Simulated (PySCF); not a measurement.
Harmonic spectrum computed at PBE0 in the def2-TZVP basis family (core potentials from Rb on, PySCF, no spin–orbit coupling):

```json
{"ω (cm⁻¹)": "424", "IR (km/mol)": "18.8"}
{"ω (cm⁻¹)": "1154", "IR (km/mol)": "0.1"}
{"ω (cm⁻¹)": "1346", "IR (km/mol)": "4.5"}
```

Which molecule gave it? In each, all ligands are bound to the one heavy central atom.
A. SbO₂⁺ (singlet)
B. PO₂⁺ (singlet)
C. SO₂⁺ (doublet)
D. TcO₂⁺ (triplet)
E. AsO₂⁺ (singlet)

C. It has C2v symmetry with S–O 1.418 Å (×2).
